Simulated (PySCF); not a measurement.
## Circular dichroism: SMILES C(C)=C=C=C=C(C)OC, C8H10O

Geometry (Å), atoms numbered from 1 in this order:
```xyz
19

C     4.045   -0.061   -1.307
C     3.218   -1.308   -1.266
C     1.900   -1.356   -1.252
C     0.616   -1.397   -1.238
C    -0.663   -1.437   -1.220
C    -1.991   -1.502   -1.257
C    -2.744   -1.557   -2.551
O    -2.675   -1.583   -0.088
C    -4.016   -1.174   -0.052
H     4.692    0.007   -0.416
H     3.416    0.838   -1.350
H     4.714   -0.064   -2.184
H     3.768   -2.261   -1.243
H    -2.040   -1.564   -3.391
H    -3.415   -0.691   -2.674
H    -3.362   -2.469   -2.607
H    -4.356   -1.319    0.981
H    -4.131   -0.107   -0.311
H    -4.662   -1.773   -0.717
```

Method: TDDFT CAM-B3LYP/aug-cc-pVDZ circular dichroism and optical rotation, one conformer, IEF-PCM cyclohexane (non-equilibrium linear response, no local-field factor) in PySCF 2.14.0. Geometry: PBE0-D3(BJ)/def2-SVP.

No stereocentre is labelled: unless the shape is locked (an allene, a helicene, a hindered biaryl), the mirror image is equally populated and a measured rotation or CD is zero.

Question: Which excitations and rotatory strengths does the calculation give?

Answer: Rotatory strengths R in 10⁻⁴⁰ esu² cm², velocity form and length form (origin at the centre of mass); f in length form.
```
state  E (eV)  λ (nm)       f  R (velocity)  R (length)                                    main
    1    3.21     386  0.0005         -15.1       -14.8                          HOMO→LUMO 0.94
    2    4.29     289  0.0005         -10.0       -10.2  HOMO−1→LUMO+1 0.65, HOMO−1→LUMO+3 0.16
    3    4.64     267   0.271         +18.4       +18.6      HOMO→LUMO+1 0.65, HOMO−1→LUMO 0.19
    4    5.04     246   0.126         +21.6       +21.9      HOMO→LUMO+2 0.37, HOMO→LUMO+1 0.18
    5    5.30     234   2.311         +56.7       +57.6      HOMO−1→LUMO 0.61, HOMO→LUMO+2 0.14
    6    5.61     221   0.007          +3.8        +3.8      HOMO→LUMO+3 0.45, HOMO→LUMO+2 0.33
    7    5.78     214   0.001          +2.8        +2.8  HOMO−1→LUMO+3 0.50, HOMO−1→LUMO+1 0.23
    8    5.89     210  0.0005          -5.1        -5.7      HOMO→LUMO+5 0.60, HOMO→LUMO+4 0.22
    9    5.95     209   0.008          +6.6        +6.8      HOMO→LUMO+4 0.59, HOMO→LUMO+5 0.20
   10    6.08     204  0.0003          +0.8        +0.7      HOMO→LUMO+7 0.40, HOMO→LUMO+6 0.13
   11    6.28     197   0.022          -0.7        -0.4      HOMO→LUMO+6 0.46, HOMO→LUMO+7 0.35
   12    6.33     196   0.010          -5.7        -5.8    HOMO−1→LUMO+2 0.27, HOMO−2→LUMO 0.19
```

Among the states computed, the strongest CD band (largest |R|) is state 5. The largest dissymmetry factor in size, g = 4R/(D+G), with D and G the electric and magnetic dipole strengths, is -0.17 for state 1 (velocity form, f = 0.0004), among bands with |R| over 0.5. The mirror image has the same energies and oscillator strengths and all R with the opposite sign.
